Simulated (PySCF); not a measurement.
OZr (SMILES [O]=[Zr]), singlet, geometry from GFN2-xTB (such geometries of metal compounds can be far from the true shape) (core potentials on Zr), with bond 1-2 at 1.4 times its length.

Here is a job for PySCF.
```python
from pyscf import gto, scf, mcscf, mp
import numpy

mol = gto.M(
    atom='''
Zr    0.000000    0.000000   -0.992690
O     0.000000    0.000000    1.459838
''',
    basis='def2-svp',
    ecp={'Zr': 'def2-svp'},
    charge=0,
    spin=0,
    verbose=4,
)

mf = scf.RHF(mol)
mf.kernel()
mc = mcscf.CASSCF(mf, 4, 2)
mc.fix_spin_(ss=0.0)
noons, natorbs = mcscf.addons.make_natural_orbitals(mp.MP2(mf).run())
mc.kernel(natorbs)
occ = numpy.linalg.eigvalsh(mc.fcisolver.make_rdm1(mc.ci, mc.ncas, mc.nelecas))[::-1]
ss = mc.fcisolver.spin_square(mc.ci, mc.ncas, mc.nelecas)[0]
print('natural occupations', occ.round(4), ' <S^2>', round(ss, 4))
```

**Question.** What does this run give for the SCF-reference HOMO-LUMO gap, total energy, natural occupations of the active orbitals, SCF-reference dipole moment?

**Answer.** 
- SCF-reference HOMO-LUMO gap = 7.13 eV
- total energy = -121.143107 Ha
- natural occupations of the active orbitals = 1.62, 0.38, 0.00, 0.00
- SCF-reference dipole moment = 7.01 D
